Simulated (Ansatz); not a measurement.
System: CH₆BN₂O, net charge 0, doublet state. It need not be the lowest isomer of its formula. 
Coordinates optimised at B3LYP-D3(BJ)/def2-TZVP (Ansatz, a program for electronic structure):
SMILES: O(C)B([NH])N
```xyz
11

C      1.8697    -0.3567    -0.0926
O      0.5269    -0.6532    -0.4438
B     -0.5216     0.0996     0.0330
N     -0.3073     1.1660     1.0088
N     -1.8248    -0.2401    -0.3807
H      2.1889     0.6015    -0.5137
H      2.4987    -1.1436    -0.5063
H      2.0025    -0.3267     0.9915
H      0.0537     2.0394     0.6224
H     -1.9957    -0.9922    -1.0254
H     -2.6486     0.2081    -0.0240
```
Charge 0, spin multiplicity 2.

Dipole moments at this geometry, in debye (magnitudes).

```tsv
level	program	dipole (D)
BLYP/def2-TZVPD	Ansatz	1.20
revPBE/def2-TZVPD	Ansatz	1.18
B97M-V/def2-TZVPD	Ansatz	1.19
B3LYP/def2-TZVPD	Ansatz	1.21
r2SCANh/def2-TZVPD	Ansatz	1.21
r2SCAN0/def2-TZVPD	Ansatz	1.23
HSE06/def2-TZVPD	Ansatz	1.21
wB97M-V/def2-TZVPD	Ansatz	1.23
wB97X-V/def2-TZVPD	Ansatz	(withheld)
CCSD(T)/aug-cc-pVDZ	Ansatz	(withheld)
```

Question: Some entries are withheld; supply them.

Answer: 
- wB97X-V/def2-TZVPD, dipole (D): 1.24
- CCSD(T)/aug-cc-pVDZ, dipole (D): 1.22
